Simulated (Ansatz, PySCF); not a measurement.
C2H8FNSi2, SMILES [SiH2](C=C)[Si@H](N)F.

Geometry: B3LYP-D3(BJ)/def2-SVP. The structure was generated by enumeration; whether it is a known compound was not checked. Other conformers were not sampled.

Vertical ionisation energy (IE) and electron affinity (EA) in eV. Rows of orbital energies are one-electron estimates. Where ΔSCF, EOM or ADC give a negative EA the extra electron is unbound and the value depends on the basis.

| level | IE | EA |
|---|---|---|
| −ε(HOMO), −ε(LUMO), HF/def2-TZVP (PySCF) | 9.97 | -2.81 |
| −ε(HOMO), −ε(LUMO), PBE/def2-TZVP (PySCF) | 6.38 | 1.56 |
| ΔSCF, CAM-B3LYP/def2-SVPD (Ansatz), final states of multiplicity 2 and 2 | 9.59 | -1.20 |
| ΔSCF, PBE/def2-SVPD (Ansatz), final states of multiplicity 2 and 2 | 8.96 | -0.75 |

**Question.** What vertical singlet–triplet gap does ΔSCF give with CAM-B3LYP/def2-SVPD (Ansatz, a first-principles code) and with PBE/def2-SVPD (Ansatz)? (The exact figures need the calculation; the answer reports its results.)

**Answer.** 4.14 and 4.15 eV (triplet above singlet where positive).
